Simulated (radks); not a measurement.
Results of a calculation; reference values are marked as such.
Q: The thallium ion Tl3+, configuration [Kr] 4d10 4f14 5p6 5d10 6s2 (not the ground configuration). Level of theory: non-relativistic Kohn-Sham, LDA (Slater exchange, Perdew-Wang correlation), spin-polarised, spherical densities, point nucleus; relativity is left out, which matters for an element this heavy (a radial shooting solver on a logarithmic mesh with Libxc functionals). Some entries of the table are withheld. Estimate them.

orbital,occ.,eigenvalue (Ry),<1/r> (bohr^-1),<r> (bohr)
1s,2,-5658.579,80.41,0.01870
2s,2,-953.2607,18.95,0.07866
2p,6,-917.8728,18.99,0.06643
3s,2,-228.3827,7.359,0.1981
3p,6,-211.5384,7.319,0.1885
3d,10,-179.9950,7.255,0.1644
4s,2,-52.26214,3.235,0.4341
4p,6,(1),3.151,0.4371
4d,10,-31.33140,2.975,0.4423
4f,14,-12.97417,2.657,0.4557
5s,0,(2),1.393,0.9588
5p,6,-8.17377,1.291,(3)
5d,10,-4.12521,1.043,1.251
6s,2,-2.58381,0.5592,2.273
6p,0,-1.98956,0.4883,2.586
6d,0,-1.16380,0.3588,3.516
5f,0,-0.89838,0.4046,3.129

A: 
(1) 4p eigenvalue (Ry): -44.91200
(2) 5s eigenvalue (Ry): -10.65563
(3) 5p <r> (bohr): 1.026
